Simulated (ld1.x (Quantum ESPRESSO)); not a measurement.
bismuth (Bi): one change to a TM potential, before and after

- Element: Bi (Z = 83)
- Generator: ld1.x (Quantum ESPRESSO) 7.5
- Type: norm-conserving Troullier–Martins (Kleinman–Bylander form)
- Functional: PBE
- Relativity: scalar-relativistic
- Frozen core: [Xe] 4f14
- Valence charge: 15
- Reference configuration: 5d10 6s2 6p3
- Partial waves: 6s (bound): rc 1.80 bohr; 5d (bound): rc 1.65 bohr; 6p (bound): rc 2.45 bohr
- Local potential: the p channel
- Core correction: Bessel-smoothed model core inside 1.20 bohr

Change: wave 6s (bound): rc 1.80 bohr becomes 6s (bound): rc 2.52 bohr.

Cutoffs: the cutoffs (Ry, on a coarse ladder) from which the occupation-weighted sum of valence levels, in a spherical-Bessel basis at the reference potential, stays within 10 and 1 mRy of its value at 400 Ry; they do not see the model core or the augmentation charge, which bear on the density cutoff. Errors are all-electron minus pseudo energies relative to the spin-unpolarised reference configuration.

Question: What does the change do?

Answer: The potential gets neither clearly harder nor softer (60 Ry and 100 Ry → 60 Ry and 90 Ry); the d channel sets the loose cutoff, while the largest relative change is in s, which becomes softer; of the 7 tests that both files solve, the error grows in 1 and shrinks in 2 by more than 15 % and 0.3 meV (median size 30.9 → 32.1 meV); neither file shows a bound ghost.

| quantity | base | changed |
| --- | --- | --- |
| cutoff, loose | 60 Ry | 60 Ry |
| cutoff, tight | 100 Ry | 90 Ry |
| loose cutoff by channel (10 mRy a level) | s 21 Ry, d 50 Ry, p 8 Ry | s 10 Ry, d 50 Ry, p 8 Ry |
| bound ghosts | none | none |
| error for 5d10 6s2 6p2, meV [ΔE 7.91 eV] | -3.2 | -3.1 |
| error for 5d10 6s2 6p1, meV [ΔE 23.16 eV] | -12 | -11 |
| error for 5d10 6s2 6p0, meV [ΔE 46.50 eV] | -38 | -32 |
| error for 5d10 6s2 6p2.5, meV [ΔE 3.10 eV] | -1.3 | -1.3 |
| error for 5d9 6s2 6p3, meV [ΔE 33.32 eV] | -229 | -189 |
| error for 5d10 6s0 6p5, meV [ΔE 20.50 eV] | -31 | -85 |
| error for 5d10 6s1 6p0, meV [ΔE 91.91 eV] | -82 | -83 |
